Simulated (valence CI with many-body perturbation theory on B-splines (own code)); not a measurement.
**Energy levels of Eu48+**

Computed by configuration interaction combined with many-body perturbation theory (CI+MBPT): five valence electrons over a frozen Dirac-Fock core [Ne], a basis of 9 s, 9 p, 8 d, 6 f, 3 g, 1 h functions for each j, with the one-electron correlation potential Σ1 (screened to all orders), the two-electron term Σ2, the three-electron term Σ3, Breit, model QED; selected single and double excitations, second order for the rest (own B-spline code, finite nucleus).

The last digits are not significant, and no measured levels were compared; by estimate large intervals hold to a few tenths of a per cent, small ones and those within an open d or f shell to about a per cent. Among the levels kept, up to 620 cm⁻¹ of a level comes from second order outside the variational space, and about a tenth of that is noise between levels of different J, which matters for small intervals.

Levels 1 to 45 of 53, with energies above the lowest level, (3s^2 3p1/2^2 3p3/2) J=3/2. "Leading %" is the weight of the configuration and term that name the level; weights of strongly mixed levels are sums over their largest components and can fall short. In the jj column 3d3/2^4 stands for four electrons in 3d with j = 3/2. Lifetimes count E1, E2, E3, M1 and M2 decay at the calculated energies, and are blank where another channel may lead or the interval is too uncertain; long ones can be off by a factor of two.

```
No.  Configuration  Term    J  E (× 10³ cm⁻¹)  Leading %  Lifetime                     Leading jj   Second component
  1         3s²3p³   ²P°  3/2            0.00         46                3s^2 3p1/2^2 3p3/2 (99 %)    27 % 3s²3p³ ⁴S°
  2         3s²3p³   ⁴S°  3/2          1242.8         54   27.0 ns      3s^2 3p1/2 3p3/2^2 (98 %)    44 % 3s²3p³ ²D°
  3         3s²3p³   ²D°  5/2          1322.5         99    146 ns      3s^2 3p1/2 3p3/2^2 (99 %)                   
  4         3s²3p³   ²P°  1/2          1422.4         98   41.3 ns      3s^2 3p1/2 3p3/2^2 (98 %)                   
  5       3s²3p²3d    ²D  3/2          1503.2         38    152 ps      3s^2 3p1/2^2 3d3/2 (98 %)   35 % 3s²3p²3d ⁴F
  6       3s²3p²3d    ²D  5/2          1880.2         29   11.6 ps      3s^2 3p1/2^2 3d5/2 (93 %)   20 % 3s²3p²3d ⁴D
  7          3s3p⁴    ⁴P  5/2          2342.9         65   7.52 ps      3s 3p1/2^2 3p3/2^2 (88 %)      23 % 3s3p⁴ ²D
  8          3s3p⁴    ²P  3/2          2539.4         31   3.09 ps      3s 3p1/2^2 3p3/2^2 (71 %)      27 % 3s3p⁴ ²D
  9          3s3p⁴    ²S  1/2          2540.7         52   4.59 ps      3s 3p1/2^2 3p3/2^2 (84 %)      28 % 3s3p⁴ ⁴P
 10         3s²3p³   ²P°  3/2          2677.3         52   12.5 ns            3s^2 3p3/2^3 (98 %)    28 % 3s²3p³ ²D°
 11       3s²3p²3d    ²F  5/2          2734.3         46    226 ps  3s^2 3p1/2 3p3/2 3d3/2 (98 %)   46 % 3s²3p²3d ⁴F
 12       3s²3p²3d    ⁴F  3/2          2751.0         33   12.8 ps  3s^2 3p1/2 3p3/2 3d3/2 (93 %)   29 % 3s²3p²3d ⁴D
 13       3s²3p²3d    ⁴D  1/2          2752.9         79    154 ps  3s^2 3p1/2 3p3/2 3d3/2 (98 %)   14 % 3s²3p²3d ²P
 14       3s²3p²3d    ²G  7/2          2814.4         47   6.15 ns  3s^2 3p1/2 3p3/2 3d3/2 (95 %)   27 % 3s²3p²3d ²F
 15       3s²3p²3d    ²D  5/2          3006.5         32    924 fs  3s^2 3p1/2 3p3/2 3d3/2 (85 %)   24 % 3s²3p²3d ²F
 16       3s²3p²3d    ⁴D  7/2          3043.4         47   1.94 ns  3s^2 3p1/2 3p3/2 3d5/2 (99 %)   37 % 3s²3p²3d ⁴F
 17       3s²3p²3d    ⁴P  3/2          3062.0         26    538 fs  3s^2 3p1/2 3p3/2 3d3/2 (78 %)   25 % 3s²3p²3d ²D
 18       3s²3p²3d    ²P  1/2          3064.1         39    730 fs  3s^2 3p1/2 3p3/2 3d3/2 (88 %)   34 % 3s²3p²3d ⁴P
 19       3s²3p²3d    ²P  3/2          3100.9         42   15.0 ps  3s^2 3p1/2 3p3/2 3d5/2 (90 %)   22 % 3s²3p²3d ⁴P
 20       3s²3p²3d    ²G  9/2          3129.1         59   1.97 μs  3s^2 3p1/2 3p3/2 3d5/2 (99 %)   40 % 3s²3p²3d ⁴F
 21       3s²3p²3d    ²F  5/2          3133.1         32   11.8 ps  3s^2 3p1/2 3p3/2 3d5/2 (90 %)   32 % 3s²3p²3d ²D
 22       3s²3p²3d    ²F  7/2          3288.1         54   4.33 ps  3s^2 3p1/2 3p3/2 3d5/2 (92 %)   23 % 3s²3p²3d ²G
 23       3s²3p²3d    ²D  5/2          3295.8         40   2.29 ps  3s^2 3p1/2 3p3/2 3d5/2 (89 %)   29 % 3s²3p²3d ⁴P
 24       3s²3p²3d    ²D  3/2          3343.6         61   5.19 ps  3s^2 3p1/2 3p3/2 3d5/2 (94 %)   18 % 3s²3p²3d ²P
 25       3s²3p²3d    ²P  1/2          3365.5         52   3.65 ps  3s^2 3p1/2 3p3/2 3d5/2 (92 %)   35 % 3s²3p²3d ²S
 26          3s3p⁴    ⁴P  3/2          3684.1         61   2.41 ps        3s 3p1/2 3p3/2^3 (82 %)      20 % 3s3p⁴ ²D
 27          3s3p⁴    ²D  5/2          3790.5         63   2.48 ps        3s 3p1/2 3p3/2^3 (81 %)      19 % 3s3p⁴ ⁴P
 28        3s3p³3d   ⁴D°  5/2          3803.2         28   41.5 ps  3s 3p1/2^2 3p3/2 3d3/2 (92 %)   23 % 3s3p³3d ⁶D°
 29        3s3p³3d   ⁶D°  3/2          3818.1         28   24.2 ps  3s 3p1/2^2 3p3/2 3d3/2 (93 %)   18 % 3s3p³3d ⁴D°
 30        3s3p³3d   ⁴P°  1/2          3828.7         42   45.1 ps  3s 3p1/2^2 3p3/2 3d3/2 (94 %)   35 % 3s3p³3d ⁶D°
 31        3s3p³3d   ⁴F°  7/2          3862.8         24   48.0 ps  3s 3p1/2^2 3p3/2 3d3/2 (86 %)   22 % 3s3p³3d ⁶D°
 32          3s3p⁴    ²P  1/2          3926.1         44   1.24 ps        3s 3p1/2 3p3/2^3 (72 %)      28 % 3s3p⁴ ⁴P
 33          3s3p⁴    ²P  3/2          3940.5         43   1.11 ps        3s 3p1/2 3p3/2^3 (75 %)      25 % 3s3p⁴ ²D
 34        3s3p³3d   ²D°  3/2          3983.9         24   4.70 ps  3s 3p1/2^2 3p3/2 3d3/2 (77 %)   16 % 3s3p³3d ⁴F°
 35        3s3p³3d   ⁴G°  5/2          4080.5         25   2.44 ps  3s 3p1/2^2 3p3/2 3d3/2 (82 %)   20 % 3s3p³3d ²F°
 36        3s3p³3d   ⁴D°  1/2          4106.6         45   2.20 ps  3s 3p1/2^2 3p3/2 3d3/2 (87 %)   22 % 3s3p³3d ²P°
 37        3s3p³3d   ⁴F°  9/2          4117.5         45   45.7 ps  3s 3p1/2^2 3p3/2 3d5/2 (96 %)   36 % 3s3p³3d ⁶D°
 38        3s3p³3d   ⁴D°  5/2          4221.8         31   6.14 ps  3s 3p1/2^2 3p3/2 3d5/2 (93 %)   20 % 3s3p³3d ⁴P°
 39       3s²3p²3d    ²D  5/2          4269.8         30    919 fs      3s^2 3p3/2^2 3d3/2 (84 %)   20 % 3s²3p²3d ⁴D
 40       3s²3p²3d    ²F  7/2          4276.0         49   1.29 ps      3s^2 3p3/2^2 3d3/2 (93 %)   22 % 3s²3p²3d ²G
 41       3s²3p²3d    ⁴P  3/2          4286.1         24    667 fs      3s^2 3p3/2^2 3d3/2 (77 %)   23 % 3s²3p²3d ²D
 42        3s3p³3d   ²P°  3/2          4286.6         31   8.02 ps  3s 3p1/2^2 3p3/2 3d5/2 (80 %)   25 % 3s3p³3d ²D°
 43        3s3p³3d   ²F°  7/2          4286.9         31   6.05 ps  3s 3p1/2^2 3p3/2 3d5/2 (81 %)   27 % 3s3p³3d ⁴D°
 44       3s²3p²3d    ⁴P  1/2          4292.4         37    648 fs      3s^2 3p3/2^2 3d3/2 (77 %)   22 % 3s²3p²3d ²P
 45       3s²3p3d²   ⁴G°  5/2          4321.4         46   1.87 ps      3s^2 3p1/2 3d3/2^2 (83 %)  29 % 3s²3p3d² ²F°
```

The ionisation energy to 3s²3p² ³P0 of the next ion comes out as 4133.7 eV (NIST: 4131 ± 4 eV (theoretical)). All 53 levels together are meant to be complete up to 4570.5 × 10³ cm⁻¹.
